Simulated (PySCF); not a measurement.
Gas-phase reaction: ZrI4 + 2 Br2 → ZrBr4 + 2 I2

Energies from PySCF, thermal terms from the rigid-rotor harmonic-oscillator model, ideal gas at 1 bar. † marks an energy on the PBE0/def2-TZVP geometry and frequencies; other levels use their own. MP2 and CCSD(T) freeze the core. All species are closed-shell singlets. B3LYP is the form with VWN-RPA correlation. I, Zr: scalar-relativistic def2 core potential, no spin-orbit coupling. Br: all electrons, no relativistic terms. MP2 isn't extrapolated to the basis-set limit; its ΔH°(298 K) is -224.8 kJ in def2-SVP and -190.3 kJ in def2-TZVPP. CCSD(T) isn't extrapolated to the basis-set limit. The harmonic model lacks anharmonicity and excited electronic states, which grow with temperature; levels with a mode under 35 cm⁻¹ are left out. Soft modes under 120 cm⁻¹ make the harmonic entropy rough for ZrI4, ZrBr4.

| level | ΔE electronic, kJ | ΔH°(298 K), kJ | ΔS°(298 K), J/K | ΔG°(1800 K), kJ |
|---|---|---|---|---|
| B3LYP/def2-TZVP† | -234 | -234 | -2 | -230 |
| CCSD(T)/def2-SVP† | -227 | -227 | -2 | -223 |
| M06-2X/def2-TZVP† | -222 | -222 | -2 | -218 |
| MP2/def2-TZVPP† | -190 | -190 | -2 | -186 |
| PBE/def2-SVP | -220 | -220 | -2 | -217 |
| PBE/def2-TZVP† | -217 | -217 | -2 | -213 |
| PBE0/def2-SVP† | -228 | -228 | -2 | -224 |
ΔH° is lowest at B3LYP/def2-TZVP† and highest at MP2/def2-TZVPP†. No reference value is set beside these.
